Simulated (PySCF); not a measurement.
KI, SMILES [K][I]. Geometry optimised at r2SCAN-D4/def2-TZVPD. The def2 effective core potentials stand for the cores of I; spin–orbit coupling is left out.

Level of theory: r2SCAN-D4/def2-TZVPD in PySCF.

Harmonic wavenumbers (cm⁻¹): 180. Rotational constants (GHz): 1.775 (linear); symmetry number 1.

Problem. Work out the zero-point energy and the ideal-gas rigid-rotor harmonic-oscillator thermochemistry at 298.15 K and 1 atm.

Solution. ZPE = ½ Σ hcν = ½ × 180 cm⁻¹ = 0.26 kcal/mol. H − E(el) = 2.70 kcal/mol. Entropy in cal/(mol K): translation 41.23, rotation 18.20, vibration 2.32, total 61.76. G − E(el) = -15.71 kcal/mol. Cp = 8.82 cal/(mol K).
